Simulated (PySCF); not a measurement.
Al(All)(F)(OH) (C3H6AlFO), SMILES [Al]([CH2]C=C)([F])[OH]. Heavy atoms are numbered as in [Al:1]([CH2:2][CH:3]=[CH2:4])([F:10])[OH:11]. Hydrogens are named by the atom that carries them.

Coordinates come from a B3LYP-D3(BJ)/def2-SVP optimisation. The values are those of a single conformer.

Method: PySCF with PBE/def2-TZVP.

Atomic charges (e), one atom of each kind:

```json
[
 {"atom": "Al1", "meta-Löwdin": "1.17", "Mulliken": "0.64"},
 {"atom": "C2 (CH2)", "meta-Löwdin": "-0.51", "Mulliken": "-0.34"},
 {"atom": "C3 (CH)", "meta-Löwdin": "-0.09", "Mulliken": "-0.14"},
 {"atom": "C4 (CH2)", "meta-Löwdin": "-0.30", "Mulliken": "-0.27"},
 {"atom": "H on C2", "meta-Löwdin": "0.14", "Mulliken": "0.13"},
 {"atom": "H on C3", "meta-Löwdin": "0.12", "Mulliken": "0.12"},
 {"atom": "H on C4", "meta-Löwdin": "0.12", "Mulliken": "0.11"},
 {"atom": "F10", "meta-Löwdin": "-0.52", "Mulliken": "-0.32"},
 {"atom": "O11 (OH)", "meta-Löwdin": "-0.75", "Mulliken": "-0.50"},
 {"atom": "H on O11", "meta-Löwdin": "0.35", "Mulliken": "0.31"}
]
```
